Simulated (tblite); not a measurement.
Isomers of C7H11FSi. Computed with GFN2-xTB (tblite): harmonic, unscaled wavenumbers at the GFN2-xTB geometry, gas phase. The method is semi-empirical: single wavenumbers can be off by several per cent or more. Modes of hydrogen on silicon can be 10 to 20 % off. One conformer each.

Electronic energies: GFN2-xTB at the same geometries; isomer energies are rough at this level and their order can be wrong.

```
                       SMILES  electronic energy, lowest = 0 (kJ/mol)
C#CC[C@@H](C)[Si@@H]1C[C@H]1F                                   226.4
     C=C[C@@H](F)[SiH]1CC=CC1                                    68.8
       CC(C)C1=C[SiH2]C(F)=C1                                     0.0
```

Q: How do GFN2-xTB zero-point energies change the relative energies?

A: 
```tsv
SMILES	ZPE (kJ/mol)	of it from modes above 1550 cm⁻¹	electronic (kJ/mol)	with ZPE, lowest = 0 (kJ/mol)	lowest mode (cm⁻¹)	rings
CC(C)C1=C[SiH2]C(F)=C1	407.9	209.8	0.0	0.0	49	1
C=C[C@@H](F)[SiH]1CC=CC1	409.0	214.8	68.8	70.0	30	1
C#CC[C@@H](C)[Si@@H]1C[C@H]1F	407.2	209.8	226.4	225.8	27	1
```

The zero-point energies span 1.8 kJ/mol, from `C#CC[C@@H](C)[Si@@H]1C[C@H]1F` to `C=C[C@@H](F)[SiH]1CC=CC1`. The order is unchanged.

Q: What do entropy and thermal enthalpy add at 298.15 K and 1 bar (rigid rotor, harmonic oscillator, one conformer each)?

A: 
```csv
SMILES,point group,symmetry number,S (J/(mol K)),H − H(0) (kJ/mol),ZPE + H − H(0) − TS (kJ/mol)
CC(C)C1=C[SiH2]C(F)=C1,Cs,1,417.7,30.47,313.8
C=C[C@@H](F)[SiH]1CC=CC1,C1,1,433.5,30.48,310.3
C#CC[C@@H](C)[Si@@H]1C[C@H]1F,C1,1,445.7,32.71,307.1
```
